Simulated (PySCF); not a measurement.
A structure optimised at PBE-D3(BJ)/def2-SVP, used in a PySCF frequency run:

```xyz
11

C      0.0000     0.0000    -1.8519
Si     0.0000     0.0000     0.0059
O      1.1758    -1.0523     0.5856
O     -1.4992    -0.4921     0.5856
O      0.3235     1.5444     0.5856
H      0.0017    -1.0370    -2.2428
H     -0.8989     0.5170    -2.2428
H      0.8972     0.5199    -2.2428
H      1.7652    -0.6299     1.2343
H     -1.4281    -1.2137     1.2343
H     -0.3371     1.8436     1.2343
```
Charge 0, spin multiplicity 1.

Task: Write its SMILES, formula and point group.

Result: C[Si](O)(O)O, CH6O3Si, C3

Task: What are its rotational constants (standard atomic weights)?

Result: 3.7890, 3.5079, 3.5079 GHz
